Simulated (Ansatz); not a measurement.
`CN[Si](F)(F)F` and `C[SiH2][Si](F)(F)F` differ in one atom or group.

Ansatz, PBE0-D4/def2-TZVP geometries, multiplicity 1. Each molecule was computed in one conformer, which needn't be the lowest.

| property | `CN[Si](F)(F)F` |
| --- | --- |
| LUMO energy (PBE0/def2-TZVPP) / eV | 0.64 |
| LUMO energy (ωB97M-V/def2-TZVPP) / eV | 2.13 |
| LUMO energy (PBE/def2-TZVPP) / eV | -0.23 |
| ideal-gas entropy at 298 K and 1 bar (rigid rotor, harmonic PBE0-D4/def2-TZVP) / J/(mol·K) | 362 |
| HOMO–LUMO gap (PBE0/def2-TZVPP) / eV | 8.44 |
| HOMO energy (ωB97M-V/def2-TZVPP) / eV | -10.16 |

Question: Give the same properties after the change, and the shifts. (Best estimate.)

Answer: Computed: 
```csv
property,`C[SiH2][Si](F)(F)F`,shift
LUMO energy (PBE0/def2-TZVPP) / eV,-0.36,-1.00
LUMO energy (ωB97M-V/def2-TZVPP) / eV,1.31,-0.82
LUMO energy (PBE/def2-TZVPP) / eV,-1.18,-0.95
"ideal-gas entropy at 298 K and 1 bar (rigid rotor, harmonic PBE0-D4/def2-TZVP) / J/(mol·K)",389,27
HOMO–LUMO gap (PBE0/def2-TZVPP) / eV,8.60,0.16
HOMO energy (ωB97M-V/def2-TZVPP) / eV,-11.05,-0.89
```

With PBE0 the HOMO falls by 1.17 eV and the LUMO falls by 1.00 eV, so the gap widens by about 0.17 eV. PBE moves the HOMO by -1.35 eV and ωB97M-V by -0.89 eV. The zero-point energy changes by -1.9 kJ/mol with +3 modes. Modes under 60 cm⁻¹, often nearly free rotors, make the harmonic entropy too high.
